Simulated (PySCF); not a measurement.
C₇H₁₅P.
Geometry (GFN2-xTB, Å), atoms numbered from 1 in this order:
```xyz
23
C7H15P angstrom
C      3.981   -0.050    0.067
C      2.558   -0.364   -0.243
P      1.398    0.818   -0.474
C     -0.108   -0.219   -0.869
C     -1.324    0.087    0.018
C     -0.972   -0.184    1.480
C     -2.483   -0.821   -0.406
C     -1.735    1.549   -0.147
H      4.140    1.024    0.129
H      4.274   -0.503    1.016
H      4.638   -0.457   -0.704
H      2.319   -1.418   -0.319
H      0.154   -1.277   -0.793
H     -0.369   -0.012   -1.913
H     -0.150    0.458    1.795
H     -1.828    0.014    2.122
H     -0.670   -1.220    1.618
H     -2.742   -0.650   -1.448
H     -3.362   -0.620    0.203
H     -2.216   -1.869   -0.286
H     -2.585    1.780    0.491
H     -0.911    2.206    0.125
H     -2.013    1.755   -1.179
```

IAO charges (e) from the PBE0/pcSseg-1 density (PySCF), one withheld:

```csv
atom,bonded to,charge
C1,C2 H9 H10 H11,-0.4173
C2,C1 P3 H12,-0.3682
P3,C2 C4,+0.3179
C4,P3 C5 H13 H14,?
C5,C4 C6 C7 C8,+0.0623
C6,C5 H15 H16 H17,-0.4161
C7,C5 H18 H19 H20,-0.4139
C8,C5 H21 H22 H23,-0.4185
H9,C1,+0.1483
H10,C1,+0.1540
H11,C1,+0.1546
H12,C2,+0.1414
H13,C4,+0.1301
H14,C4,+0.1403
H15,C6,+0.1355
H16,C6,+0.1349
H17,C6,+0.1331
H18,C7,+0.1338
H19,C7,+0.1350
H20,C7,+0.1334
H21,C8,+0.1355
H22,C8,+0.1379
H23,C8,+0.1336
```

Question: What is the charge on C4?

Answer: The charges add up to the total charge, 0. The others sum to +0.4276, which leaves -0.4276 e for C4 (sp3 carbon bound to phosphorus).

Question: Add each hydrogen's charge to the atom that carries it.

Answer: C1 +0.0396, C2 -0.2268, C4 -0.1572, C6 -0.0126, C7 -0.0117, C8 -0.0115. Atoms without hydrogen keep their charges.

Question: Across which bond do the charges differ most?

Answer: P3–C4: +0.3179 on P3 against -0.4276 on C4, a difference of 0.7455 e. The lower charge is on the more electronegative element of the two (Pauling values: C 2.55, P 2.19).

Question: Take the bonds between elements whose Pauling electronegativities differ by more than 0.25. In how many does the more electronegative atom carry the lower charge?

Answer: In 17 of 17.

Question: How much positive and how much negative charge does this set hold in all?

Answer: +2.4616 e on 17 atoms and -2.4616 e on 6.

The IAO scheme projects the occupied orbitals on a minimal set of polarised atomic orbitals and counts the electrons in each atom's part of it. One conformer (not necessarily the lowest) at the GFN2-xTB geometry, without solvent, vibrations or thermal averaging.
